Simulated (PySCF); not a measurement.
C4H4N2. Atoms are numbered in the order given.

```xyz
10

C      0.0000     0.0000     2.0404
C      0.0000     0.0000     0.6834
N      0.0000    -1.1850    -0.0911
C      0.0000    -0.7393    -1.3207
C      0.0000     0.7393    -1.3207
N      0.0000     1.1850    -0.0911
H      0.0000     0.9535     2.5865
H      0.0000    -0.9535     2.5865
H      0.0000    -1.4087    -2.1962
H      0.0000     1.4087    -2.1962
```

The structure is a stationary point at PBE-D3(BJ)/def2-SVP.

The numbers are results of PySCF 2.14.0 with PBE-D3(BJ)/def2-SVP, not measurements.

Harmonic, unscaled wavenumbers; measured fundamentals usually lie a few per cent lower.

### Question
Give all harmonic wavenumbers and intensities. (An estimate is asked for; the answer gives what the named calculation found.)

### Answer

```json
[
 {"mode": "1", "ν (cm⁻¹)": "225", "IR (km/mol)": "16.8", "moving atoms (share of kinetic energy)": "C 51 %, N 28 %, H 21 %"},
 {"mode": "2", "ν (cm⁻¹)": "360", "IR (km/mol)": "5.1", "moving atoms (share of kinetic energy)": "C 39 %, H 38 %, N 24 %"},
 {"mode": "3", "ν (cm⁻¹)": "526", "IR (km/mol)": "0.0", "moving atoms (share of kinetic energy)": "H 55 %, C 31 %, N 14 %"},
 {"mode": "4", "ν (cm⁻¹)": "715", "IR (km/mol)": "0.0", "moving atoms (share of kinetic energy)": "C 53 %, N 34 %, H 12 %"},
 {"mode": "5", "ν (cm⁻¹)": "741", "IR (km/mol)": "7.7", "moving atoms (share of kinetic energy)": "C 70 %, N 19 %, H 11 %"},
 {"mode": "6", "ν (cm⁻¹)": "747", "IR (km/mol)": "0.0", "moving atoms (share of kinetic energy)": "H 73 %, N 18 %, C 9 %"},
 {"mode": "7", "ν (cm⁻¹)": "870", "IR (km/mol)": "0.1", "moving atoms (share of kinetic energy)": "C 57 %, H 26 %, N 16 %"},
 {"mode": "8", "ν (cm⁻¹)": "871", "IR (km/mol)": "9.6", "moving atoms (share of kinetic energy)": "H 75 %, C 23 %"},
 {"mode": "9", "ν (cm⁻¹)": "905", "IR (km/mol)": "2.9", "moving atoms (share of kinetic energy)": "N 72 %, H 22 %"},
 {"mode": "10", "ν (cm⁻¹)": "920", "IR (km/mol)": "38.5", "moving atoms (share of kinetic energy)": "C 35 %, N 33 %, H 32 %"},
 {"mode": "11", "ν (cm⁻¹)": "923", "IR (km/mol)": "0.0", "moving atoms (share of kinetic energy)": "H 62 %, C 37 %"},
 {"mode": "12", "ν (cm⁻¹)": "944", "IR (km/mol)": "27.9", "moving atoms (share of kinetic energy)": "H 68 %, C 32 %"},
 {"mode": "13", "ν (cm⁻¹)": "969", "IR (km/mol)": "13.7", "moving atoms (share of kinetic energy)": "C 54 %, H 32 %, N 14 %"},
 {"mode": "14", "ν (cm⁻¹)": "1162", "IR (km/mol)": "21.0", "moving atoms (share of kinetic energy)": "H 53 %, C 38 %, N 10 %"},
 {"mode": "15", "ν (cm⁻¹)": "1252", "IR (km/mol)": "8.2", "moving atoms (share of kinetic energy)": "H 43 %, C 32 %, N 25 %"},
 {"mode": "16", "ν (cm⁻¹)": "1298", "IR (km/mol)": "26.3", "moving atoms (share of kinetic energy)": "H 51 %, C 35 %, N 14 %"},
 {"mode": "17", "ν (cm⁻¹)": "1338", "IR (km/mol)": "13.6", "moving atoms (share of kinetic energy)": "H 82 %, C 16 %"},
 {"mode": "18", "ν (cm⁻¹)": "1464", "IR (km/mol)": "8.9", "moving atoms (share of kinetic energy)": "C 53 %, N 43 %"},
 {"mode": "19", "ν (cm⁻¹)": "1570", "IR (km/mol)": "3.9", "moving atoms (share of kinetic energy)": "C 58 %, N 36 %"},
 {"mode": "20", "ν (cm⁻¹)": "1668", "IR (km/mol)": "1.0", "moving atoms (share of kinetic energy)": "C 93 %"},
 {"mode": "21", "ν (cm⁻¹)": "3106", "IR (km/mol)": "0.3", "moving atoms (share of kinetic energy)": "H 95 %"},
 {"mode": "22", "ν (cm⁻¹)": "3119", "IR (km/mol)": "5.4", "moving atoms (share of kinetic energy)": "H 91 %, C 8 %"},
 {"mode": "23", "ν (cm⁻¹)": "3132", "IR (km/mol)": "12.5", "moving atoms (share of kinetic energy)": "H 91 %, C 9 %"},
 {"mode": "24", "ν (cm⁻¹)": "3226", "IR (km/mol)": "0.4", "moving atoms (share of kinetic energy)": "H 89 %, C 11 %"}
]
```
